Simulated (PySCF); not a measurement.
C₂H₇BrGaN.

```xyz
12

Ga     0.7834    -0.2459     0.0000
H      2.3308    -0.3459     0.0000
Br    -0.2789     1.7913     0.0000
N     -0.3144    -1.6876     0.0000
C     -1.7527    -1.6176     0.0000
C      0.2092    -3.0300     0.0000
H     -2.1839    -2.1146     0.8909
H     -2.1839    -2.1146    -0.8909
H     -2.0920    -0.5717     0.0000
H     -0.1219    -3.5997    -0.8905
H     -0.1219    -3.5997     0.8905
H      1.3104    -3.0263     0.0000
```

Geometry optimised at PBE0-D3(BJ)/def2-SVP. The values are those of a single conformer.

These are PySCF with HF/pcSseg-1 values and carry that method's errors. Non-relativistic, no solvent.

Computed absolute GIAO shielding of each atom: isotropic value and principal components (ppm):
```csv
atom,σ(iso),σ11,σ22,σ33,span
Ga1,1535.7,1410.7,1528.0,1668.3,257.7
H2,26.9,19.9,21.8,39.1,19.2
Br3,2842.8,2585.3,2941.2,3001.9,416.7
N4,210.6,121.3,243.8,266.6,145.3
C5,153.2,132.7,140.7,186.2,53.5
C6,151.9,130.7,136.8,188.3,57.6
H7,29.4,25.1,26.1,36.9,11.9
H8,29.4,25.1,26.1,36.9,11.9
H9,28.2,20.7,31.6,32.2,11.5
H10,29.1,24.4,26.2,36.8,12.5
H11,29.1,24.4,26.2,36.8,12.5
H12,28.8,23.1,27.8,35.4,12.3
```
